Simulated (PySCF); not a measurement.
SMILES CS(C)=[OH+] (C2H7OS (cation, charge +1)) (B3LYP/def2-SVP optimised geometry):

```
11

C     -0.346    -0.229     0.000
S     -0.943    -1.043     1.491
C     -0.077    -0.165     2.803
O     -0.073    -2.425     1.439
H     -0.748    -0.794    -0.853
H     -0.754     0.794     0.000
H      0.754    -0.229     0.000
H      1.002    -0.168     2.593
H     -0.305    -0.690     3.741
H     -0.483     0.858     2.836
H     -0.668    -3.197     1.513
```

Method: B3LYP/def2-TZVP (PySCF).

What are the frontier orbital energies?

HOMO-2 -16.42 eV, HOMO-1 -14.99 eV, HOMO -14.38 eV, LUMO -6.64 eV, LUMO+1 -5.15 eV.

On the same geometry PBE/def2-TZVP (PySCF) gives HOMO-2 -15.11 eV, HOMO-1 -13.62 eV, HOMO -13.24 eV, LUMO -7.48 eV, LUMO+1 -5.93 eV.

Meta-Löwdin charges at B3LYP/def2-TZVP: C1 -0.42, S2 0.99, C3 -0.42, O4 -0.59, H5 0.18, H6 0.17, H7 0.17, H8 0.17, H9 0.18, H10 0.17, H11 0.39.
